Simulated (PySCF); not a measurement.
## Computed properties of H4InNO, SMILES [NH2][InH][OH]

In(H)(OH)(NH2) (H4InNO), SMILES [NH2][InH][OH]. The structure is a stationary point at PBE0-D3(BJ)/def2-SVP. The def2 effective core potentials stand for the cores of In; spin–orbit coupling is left out. One conformer was computed; it need not be the lowest. All values are computed for the isolated molecule unless a solvent is named; none is compared with measurement here.

**Structure.** All 15 harmonic modes at PBE0-D3(BJ)/def2-SVP (PySCF) are real, so it is a minimum. With heavy atoms numbered as in [InH:1]([OH:3])[NH2:5], the shortest bond between them is In1–O3 at 2.004 Å and the longest In1–N5 at 2.014 Å.

**Vibrations.** The strongest infrared lines (harmonic, unscaled, degenerate partners summed) lie at 295 cm⁻¹ (214 km/mol, H 92 %), 450 cm⁻¹ (143 km/mol, H 92 %), 1838 cm⁻¹ (135 km/mol, H 99 %). The softest mode is at 136 cm⁻¹ and the zero-point energy is 27.5 kcal/mol.

**Electronic structure.** PBE0/def2-TZVPD (PySCF) places the frontier levels at -7.17 and -0.96 eV, a gap of 6.21 eV, and gives a dipole moment of 2.00 D and a mean polarisability of 52.1 bohr³.

**Excitations.** TDA-PBE0/def2-SVPD (PySCF) has S1 at 5.13 eV (242 nm, f = 0.028, weak); the most intense of the 10 singlets computed lies at 7.09 eV (f = 0.19). T1 (TDA) is at 4.39 eV, 0.74 eV under S1. No vertical singlet excitation falls in the visible range (under 3.1 eV).
